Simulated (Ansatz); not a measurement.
Z-matrix (Å, degrees):
```
Si
C 1 1.910
Al 1 2.855 2 73.2
O 1 1.643 2 104.5 3 -11.2
H 1 1.488 2 110.9 3 108.8
H 1 1.486 2 111.0 3 -130.7
B 2 1.549 1 104.7 3 -26.9
H 2 1.103 1 97.3 3 85.3
H 2 1.092 1 115.9 3 -159.7
H 3 1.584 1 150.0 2 -159.5
H 7 1.198 2 121.7 1 -131.1
```

The species carries charge 0 and has multiplicity 1.

Task: List the ωB97M-V/def2-TZVPP orbital energies in eV (Ansatz). (Estimate.)

Result: Ansatz gave: Occupied: -1807.32, -1531.94, -525.58, -280.95, -187.88, -148.29, -116.56, -102.43, -102.40, -102.39, -76.23, -76.07, -76.00, -29.68, -22.59, -17.25, -15.98, -14.97, -14.39, -13.50, -12.77, -12.24, -11.90, -10.93, -10.66, -9.16. Lowest empty: -0.44, 1.13, 2.00, 2.24, 2.40, 3.03, 3.21, 3.51.
